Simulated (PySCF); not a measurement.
H8NSi3 (SMILES [SiH2]N([SiH3])[SiH3]), doublet, geometry from GFN2-xTB. Base run: HF/STO-3G run with PySCF.

The PySCF input:
```python
from pyscf import gto, scf

mol = gto.M(
    atom='''
Si   -1.47364623    0.97915788    0.10119273
N    -0.02855557    0.01775256   -0.10114220
Si   -0.07557252   -1.70822116   -0.32289834
Si    1.47984239    0.83626679    0.20613860
H    -2.64215403    0.17014466   -0.23493460
H    -1.52822465    1.51685104    1.46178256
H     1.03664479   -2.08206137   -1.19268294
H    -1.35800550   -2.02445750   -0.94782448
H     0.03909887   -2.38099058    0.97547449
H     1.69370871    0.96909734    1.65166129
H     1.36709189    2.15712664   -0.41122043
H     2.56299807    0.04917280   -0.37632212
''',
    basis='sto-3g',
    spin=1,
    verbose=4,
)

mf = scf.UHF(mol)
mf.kernel()
mf.analyze()
```

The base run was repeated with changes; each row names its change, and settings that it needs were set with it.

```csv
change,E (Eh),HOMO (eV),dipole (D),<S^2>,core-seconds (rough),outcome
base,-915.20780,-5.38,0.44,0.752,0.9,converged
functional = m06l,-917.18657,-0.73,0.63,0.751,9,converged
functional = camb3lyp,-917.12713,-3.30,0.43,0.751,10,converged
functional = m06,-917.03404,-1.72,0.51,0.751,9,converged
functional = b97-1,-917.13745,-1.70,0.49,0.751,8,converged
functional = lc_wpbe,-916.85397,-4.80,0.35,0.751,20,converged
functional = b3lyp; dispersion = d3bjm,-917.26792,-1.74,0.50,0.751,8,converged
functional = wb97m_v,-,-,-,-,-,cut at the time limit
functional = pw6b95,-918.05249,-2.14,0.49,0.751,10,converged
functional = revpbe,-917.01166,-0.64,0.57,0.751,10,converged
"functional = lda,vwn",-913.12672,-0.30,0.73,0.750,5,converged
functional = tpssh,-917.29278,-1.40,0.52,0.751,20,converged
functional = bp86,-917.25018,-0.69,0.61,0.751,9,converged
```

Totals shift with the method and basis; they matter in differences.

Open shells are given as the SCF converged; they aren't shown to be the lowest states, and a large step between rows can be another state.
